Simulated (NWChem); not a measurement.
Molecule: Si2H3F, singlet; SMILES [Si]([SiH3])F

Computed with NWChem. Pople sets run with spherical d functions. Low-valent species are run as closed-shell singlets; no triplet was tried in these runs. All runs use the structure optimised with PBE-D3(BJ)/def2-SVP. B3LYP is NWChem's, with the RPA form of VWN correlation. Static field.

### Question
Order these by “isotropic polarisability (bohr³)”, lowest first: LDA (Slater exchange, VWN5)/6-31+G*; B3LYP/6-31+G*; CAM-B3LYP/6-31+G*.

### Answer
CAM-B3LYP/6-31+G* (60.1), B3LYP/6-31+G* (61.3), LDA (Slater exchange, VWN5)/6-31+G* (64.2)
